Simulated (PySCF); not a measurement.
Al(H)2(OMe), SMILES [O](C)[AlH2] at its PBE0/def2-SVP optimised geometry (Å):

```
8

Al    -1.3137     0.2659     0.0000
H     -2.0023     1.6884     0.0000
H     -2.0914    -1.1199    -0.0003
O      0.3839     0.2659     0.0000
C      1.4428    -0.6308     0.0058
H      1.1156    -1.6884    -0.0055
H      2.0914    -0.4735    -0.8744
H      2.0713    -0.4866     0.9029
```

Computed with PBE0/def2-TZVP (PySCF).

Map of the electron localisation function on the plane z = 0.6 Å:

```
|00000000000000000000000000000|
|00000000000000000000000000000|
|00000000000000000000000000000|
|00000000000000000000000000000|
|00000136653000000000000000000|
|00002799998400000000000000000|
|00017999999710000000000000000|
|00049999999810000000000000000|
|00069999999810001100000000000|
|00069999999610124310000000000|
|00038999998301356520000000000|
|00014799951014677620000000000|
|00000245100016888620022100000|
|00000111002017888512576410000|
|00001244001027887436999730000|
|00014799710026765459999840000|
|00158999996113322369999840000|
|00289999999300002567998620000|
|00189999999500015876554200000|
|00179999999500048996310000000|
|00039999999300079998300000000|
|00005999998100079998400000000|
|00000368862000048997300000000|
|00000001100000015764100000000|
|00000000000000000110000000000|
|00000000000000000000000000000|
|00000000000000000000000000000|
|00000000000000000000000000000|
|00000000000000000000000000000|
```
Scale: ten equal steps from 0.000 (start of '0') to 1.000 (end of '9'), in the order '0123456789'; x runs from -4.50 to 4.50, y from -4.50 (bottom) to 4.50 (top).
